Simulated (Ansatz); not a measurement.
Reaction (formal exchange of groups at the Se–Si bond): `NB[SiH2][SeH]` + `COC(O)Cl` → `COC(O)[SeH]` + `NB[SiH2]Cl`

Calculated with Ansatz (gas phase, PBE0-D4/def2-TZVP geometries, no zero-point term in ΔE). CCSD(T)/CBS is the MP2 limit (def2-TZVPP, def2-QZVPP) plus CCSD(T) − MP2 in def2-TZVPP, frozen cores. Functionals use def2-TZVPP. For Se outer-core shells are correlated without core-valence functions, which leaves a few kJ/mol of doubt a bond. Scalar relativity is left out up to krypton. Each species was taken in one conformer, which may not be the lowest.

| level | ΔE (kJ/mol) | difference from CCSD(T)/CBS |
| --- | --- | --- |
| PBE-D4 | -17.2 | 6.7 |
| PBE0-D4 | -17.6 | 6.3 |
| ωB97X-V | -22.5 | 1.4 |
| ωB97M-V | -23.0 | 0.9 |
| CCSD/def2-TZVPP | -25.5 | -1.6 |
| CCSD(T)/def2-TZVPP | -24.4 | -0.5 |
| MP2/def2-QZVPP | -26.3 | -2.4 |
| SCS-MP2/def2-QZVPP | -27.7 | -3.8 |
| HF/CBS(def2) | -25.5 | -1.6 |
| CCSD/CBS(def2) | -25.0 | -1.1 |
| CCSD(T)/CBS | -23.9 | 0 |

Largest T1 diagnostic among the species: 0.012.
